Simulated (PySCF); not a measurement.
PySCF input file for C5H5FO, SMILES C#C[C@@]1(F)CCO1, B3LYP/pcSseg-1. Geometry: ωB97X-D3(BJ)/def2-SVP. The structure was generated by enumeration; whether it is a known compound was not checked.

```python
import numpy as np
from pyscf import gto, scf, dft
from pyscf.prop.nmr import rks as nmr

mol = gto.M(
    atom='''
    C     1.85390356    0.17308800    1.87355083
    C     1.10566288    0.03801362    0.93602307
    C     0.15865184   -0.14362085   -0.18058917
    F     0.81130856   -0.78419025   -1.20293772
    C    -1.21995753   -0.76062918    0.10802476
    C    -1.75139284    0.56421265   -0.45931003
    O    -0.40768467    1.05586068   -0.63061930
    H     2.52743218    0.30013236    2.70376322
    H    -1.40808766   -1.66073749   -0.49122945
    H    -1.42977798   -0.94762334    1.16853786
    H    -2.28944303    0.50043699   -1.41891510
    H    -2.32163052    1.19223295    0.24304053
    ''',
    basis='pcSseg-1',
    charge=0,
    spin=0,
    max_memory=1600,
    verbose=3,
)
mf = dft.RKS(mol, xc='b3lyp')
mf.grids.level = 3
mf.conv_tol = 1e-10
mf.max_cycle = 100
mf.kernel()
n = nmr.NMR(mf)
n.verbose = 2
n.max_cycle_cphf = 60
sigma = n.kernel()
print('atom   isotropic/ppm   span/ppm')
for i, s in enumerate(sigma):
    w = np.linalg.eigvalsh((s + s.T) / 2)
    print(f'{mol.atom_symbol(i):2s}{i + 1:3d} {w.mean():14.3f} {w[2] - w[0]:11.3f}')
```

Program output:

```
converged SCF energy = -368.464495592351
atom   isotropic/ppm   span/ppm
C   1        101.202     193.270
C   2         97.729     305.538
C   3         66.235      43.325
F   4        260.736     152.502
C   5        138.721      53.633
C   6        112.701      80.799
O   7        205.786     183.825
H   8         28.870      12.781
H   9         28.521       6.206
H  10         28.507       4.970
H  11         26.842       7.247
H  12         26.995       6.393
```

The run converged.
